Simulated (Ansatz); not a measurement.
A run on C₂H₇AlSSi, SMILES `[AlH2][SiH]1CSC1` with other settings.

```yaml
crystal:
  periodic: [false, false, false]
  atoms:
    - {symbol: Al, position_ang: [-1.050215, 0.672468, 1.463573]}
    - {symbol: Si, position_ang: [-0.717511, -0.800038, -0.448311]}
    - {symbol: C, position_ang: [1.071212, -1.041616, 0.200021]}
    - {symbol: S, position_ang: [1.120640, 0.791868, 0.204548]}
    - {symbol: C, position_ang: [0.096240, 0.705268, -1.314405]}
    - {symbol: H, position_ang: [-1.781117, 2.068674, 1.233960]}
    - {symbol: H, position_ang: [-0.698323, 0.127767, 2.918137]}
    - {symbol: H, position_ang: [-1.309834, -1.875117, -1.307103]}
    - {symbol: H, position_ang: [1.834642, -1.406691, -0.490517]}
    - {symbol: H, position_ang: [1.233159, -1.444688, 1.198894]}
    - {symbol: H, position_ang: [0.755492, 0.526872, -2.166756]}
    - {symbol: H, position_ang: [-0.477385, 1.620034, -1.457941]}
basis:
  gaussian: {orbitals: STO-3G}
hamiltonian: {xc: {name: BHLYP}, dispersion: d3bjatm}
```

```sh
$ ansatz run in.yaml --threads 4 --pin off --events-out ev --progress --plain --max-ram 10444MiB
```

Shortened log:

```
Functional definition: BHLYP
533 factors; integrals over basis functions are off by at most 6.1e-5 eV
mean field evaluation 1: about -27179.4238 eV, gradient 1.6e1 eV
mean field evaluation 2: about -27180.4150 eV, gradient 5.9e0 eV
mean field evaluation 4: about -27180.5459 eV, gradient 2.6e-1 eV
mean field evaluation 8: about -27180.5625 eV, gradient 1.3e-3 eV
mean field -27180.56249701 eV, -998.8672481182 hartree, gradient 6.6e-6 eV, S^2 0.000000; 0 other end points of the search recorded, 0 dependent functions left out
reference -27180.56263849 eV, -998.8672533174 hartree; 31, 31 occupied and 13, 13 virtual orbitals, 533 factors
Total energy: -27181.14970666 eV, -998.8888276748 hartree
```

It took 0.71 s on 4 threads of a server CPU on a shared host, with 0.6 GiB of host memory at the peak.
